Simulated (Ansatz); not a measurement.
Consider the formal hydrolysis of a C–S bond: `F[SiH2]CS` + H₂O → `OC[SiH2]F` + H₂S.

Computed with Ansatz on PBE0-D4/def2-TZVP structures; ΔE is electronic, products minus reactants. CBS: MP2 limit from def2 TZ/QZ plus the TZ coupled-cluster correction, frozen cores. This one scheme is used for every species. DFT in def2-TZVPP. B3LYP here is the variant with VWN-RPA as its local correlation; programs differ in this. One conformer a species, not always the lowest.

`F[SiH2]CS`:

Cartesian coordinates in Å:
```
F -1.563 -1.038 -0.568
Si -0.686 -0.489 0.657
C 0.522 0.760 -0.015
S 1.536 0.039 -1.336
H -1.627 0.130 1.625
H 0.030 -1.635 1.262
H 1.223 1.032 0.780
H 0.037 1.679 -0.350
H 0.527 -0.478 -2.056
```

H₂O:

Cartesian coordinates in Å:
```
O -0.219 -0.277 -0.164
H -0.331 0.674 -0.233
H 0.550 -0.397 0.397
```

`OC[SiH2]F`:

Cartesian coordinates in Å:
```
O 1.206 1.253 0.095
C 0.490 0.297 -0.675
Si -0.881 -0.502 0.326
F -0.182 -1.102 1.644
H 1.566 0.811 0.869
H 1.159 -0.463 -1.104
H 0.058 0.837 -1.524
H -1.529 -1.622 -0.405
H -1.886 0.491 0.774
```

H₂S:

```xyz
3

S    -0.267    0.312   -0.464
H     0.005    0.604    0.817
H     0.262   -0.916   -0.353
```

```
             level  ΔE (eV)
         revPBE-D4     0.60
          B3LYP-D4     0.55
            r2SCAN     0.57
           r2SCAN0     0.60
         CAM-B3LYP     0.48
SCS-MP2/def2-TZVPP     0.62
    MP2/def2-QZVPP     0.73
     MP2/CBS(def2)     0.76
```

What does CCSD(T)/CBS give? (Estimate.)

Ansatz gave: +0.66 eV. The listed levels differ from it by -0.06, -0.11, -0.09, -0.06, -0.18, -0.04, 0.07, 0.10 eV.

Largest T1 diagnostic among the species: 0.011.

The D4 term adds +0.06 eV with B3LYP and +0.03 eV with PBE0; it sums over pairs of atoms, weighted by their polarisabilities, and B3LYP, whose exchange is more repulsive, gets the larger term. In def2-TZVPP, CCSD(T) changes the Hartree–Fock value by +0.12 eV (the triples alone add +0.02 eV) and MP2 by +0.22 eV. From PBE to PBE0 (25 % exact exchange), in def2-TZVPP and without D4, ΔE moves by +0.03 eV.
